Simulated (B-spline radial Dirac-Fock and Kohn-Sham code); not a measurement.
Level of theory: multi-electron Dirac-Fock with separately optimised hole states, Breit and Lamb-shift corrections added in first order; a B-spline atomic structure program. K edges are those of the screened (neutral excited atom) model, which lie within a few eV to tens of eV of tabulated edges.

An X-ray tube with a lead target emits Kα1 at 74964.6 eV and Kβ1 at 84927.9 eV. K edges of lighter neighbours: Ir 76106.1 eV, Pt 78387.8 eV, Au 80718.2 eV, Hg 83099.6 eV, Tl 85525.6 eV.

Question: Which of these can serve as a Kβ filter, and which fluoresce under Kα1?

Answer: A Kβ filter needs its edge between the two lines: Ir, Pt, Au, Hg. Kα1 excites none of their K shells.

Values without a named source are computed, but for edge energies of neutral atoms, which are taken from tables.
